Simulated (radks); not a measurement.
Species: the aluminium ion Al3+. Configuration: 1s1.5 2s2 2p6 3d0.5 (fractional occupations, a model configuration).

All-electron calculation, scalar-relativistic Kohn-Sham, BP86, spin-polarised, spherical densities, finite nucleus; open shells are filled with parallel spins first; Fermi nuclear charge, rms radius 3.061 fm. Program: a radial shooting solver on a logarithmic mesh with Libxc functionals.

Energy parts (eV):
part                      energy
total                  -5775.412
kinetic                 5785.682
electron-nucleus      -13553.687
Hartree                 2431.110
exchange-correlation    -438.518

Orbitals (lengths in bohr, moments of r in powers of bohr; <r^-3> diverges for s and p1/2):
| orbital | occ. | eigenvalue (eV) | <r^-3> | <r^4> | <r^2> |
|---|---|---|---|---|---|
| 1s up | 1 | -1625.203 | - | 0.0009183 | 0.01887 |
| 1s down | 0.5 | -1604.445 | - | 0.0009411 | 0.01908 |
| 2s up | 1 | -157.7820 | - | 0.3430 | 0.4314 |
| 2s down | 1 | -156.7982 | - | 0.3467 | 0.4342 |
| 2p up | 3 | -120.2846 | 42.00 | 0.3495 | 0.3977 |
| 2p down | 3 | -119.4413 | 41.11 | 0.3535 | 0.4008 |
| 3d up | 0.5 | -19.6171 | 0.1985 | 107.7 | 8.069 |

The highest occupied level is 3d up at -19.617 eV. The electron density at the nucleus is 1181 e/bohr^3 (large components only).

Empty levels of this run are not shown, since the potential may be unsettled where no density lies.
